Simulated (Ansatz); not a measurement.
Reactions of `C[CH2][InH2]`.

Computed with Ansatz on PBE0-D4/def2-TZVP structures; ΔE is electronic, products minus reactants. CCSD(T)/CBS is the MP2 limit (def2-TZVPP, def2-QZVPP) plus CCSD(T) − MP2 in def2-TZVPP, frozen cores. This one scheme is used for every species. def2 core potentials past Kr. For Br, In outer-core shells are correlated without core-valence functions, which leaves a few kJ/mol of doubt a bond. Scalar relativity is left out up to krypton. One conformer a species, not always the lowest.

```tsv
reaction	HF/CBS(def2) (eV)	CCSD(T)/CBS(def2) (eV)
`C[CH2][InH2]` + H–F → `F[CH2][InH2]` + CH₄	0.33	0.60
`C[CH2][InH2]` + HBr → `[Br][InH2]` + `CC`	-2.23	-1.89
`C[CH2][InH2]` + `COC(=O)O` → `COC(=O)OC` + `[CH3][InH2]`	0.18	0.31
`C[CH2][InH2]` + H₂ → `[CH3][InH2]` + CH₄	-1.07	-0.85
`C[CH2][InH2]` + `N[Si](F)(F)F` → `CN[Si](F)(F)F` + `[CH3][InH2]`	0.18	0.28
`C[CH2][InH2]` + HCl → `[Cl][InH2]` + `CC`	-2.03	-1.70
```

Largest T1 diagnostic: 0.014, for `COC(=O)O`.
